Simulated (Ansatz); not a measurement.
The cluster Ag3H4⁻. Charge -1, multiplicity 3. Geometry PBE0-D4/def2-TZVP, that of the neutral doublet; atoms count from 1.

| atom | x (Å) | y (Å) | z (Å) |
| --- | --- | --- | --- |
| Ag1 | -0.457 | 1.148 | 1.592 |
| Ag2 | 0.201 | -0.638 | -0.320 |
| Ag3 | -0.437 | 2.083 | -0.934 |
| H4 | -0.011 | -0.567 | 1.556 |
| H5 | 0.772 | -2.585 | -1.074 |
| H6 | 0.723 | -2.160 | -1.711 |
| H7 | -0.791 | 2.719 | 0.890 |

In the def2 sets Ag takes a core potential; there is no spin–orbit coupling. The highest occupied level of the charge -1 triplet lies above zero (up to 1.34 eV). Energy differences put its binding near zero (0.10 eV; vertical, against the charge 0 doublet, at PBE0-D4/def2-TZVPD), which leaves it undecided. At PBE0-D4/def2-TZVPD a singlet of charge -1 lies 1.13 eV below the triplet at the same geometry. The structure comes from a short search, and lower isomers may exist.

Question: Estimate the Mulliken populations from the PBE0/def2-TZVPD orbitals of Ansatz.

Answer: 
| atom | charge (e) | spin (α − β) | d electrons |
| --- | --- | --- | --- |
| Ag1 | -0.45 | 0.23 | 9.81 |
| Ag2 | -0.28 | 0.56 | 9.90 |
| Ag3 | -0.50 | 1.05 | 9.88 |
| H4 | 0.06 | 0.07 | – |
| H5 | -0.07 | 0.11 | – |
| H6 | 0.11 | -0.04 | – |
| H7 | 0.13 | 0.02 | – |
Mulliken values depend strongly on the basis. With diffuse functions, as here, like atoms can get unlike values, and bond orders can come out too low or too high.

Question: Where does the spin sit?

Answer: Summed by element: Ag 1.84, H 0.16, of 2 unpaired in all. Largest on single atoms: Ag3 1.05, Ag2 0.56, Ag1 0.23.

Question: And the Mayer bond orders between heavy atoms (over 0.3)?

Answer: Ag1–Ag2 0.48 (2.70 Å); Ag1–Ag3 0.51 (2.69 Å).
